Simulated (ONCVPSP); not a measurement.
**carbon, ONCV: configuration errors across variants**

```
Element                 : C
Generator               : ONCVPSP 4.0.1
Type                    : optimised norm-conserving Vanderbilt (ONCV)
Functional              : PBE
Relativity              : scalar-relativistic
Frozen core             : [He]
Valence charge          : 4
Reference configuration : 2s2 2p2
Partial waves           : 2s: rc 1.25 bohr, ncon 5, nbas 8, qcut 4.2 1/bohr, local; 2p: rc 3.05 bohr, ncon 4, nbas 8, qcut 5.3 1/bohr, 3 projectors, debl 3.1 Ha
Local potential         : the s channel
Core correction         : polynomial model core, fcfact 0.2
```

All-electron excitation energies from the reference (eV): (1) 2s2 2p1 10.861; (2) 2s2 2p0 35.017; (3) 2s1 2p0 83.211; (4) 2s2 2p1.5 3.963.

1 further variants failed, have other tests or too few solved ones, and are left out.

Errors AE − PS in meV (a dash: test not solved or not reliable):

| change | (1) | (2) | (3) | (4) | bound ghosts | GHOST(+) flags above zero |
| --- | --- | --- | --- | --- | --- | --- |
| base | +143 | +1127 | +2144 | +22 | none | none |
| p: rc 2.08 | +54 | +465 | +931 | +8.1 | none | none |
| p: rc 2.46 | +85 | +691 | +1355 | +13 | none | none |
| p: rc 2.72 | +107 | +865 | +1668 | +17 | none | none |
| p: rc 3.04 | +143 | +1127 | +2144 | +22 | none | none |
| p: rc 3.32 | +226 | +1361 | +2569 | +46 | none | none |
| p: rc 3.88 | +88 | +1856 | +3456 | -20 | none | none |
| p: rc 4.46 | +354 | +2528 | +4680 | +60 | none | p |

Question: Give the same row for: p: rc 3.62.

Answer: +48, +1644, +3075, -27; bound ghosts: none; GHOST(+) flags above zero: p.
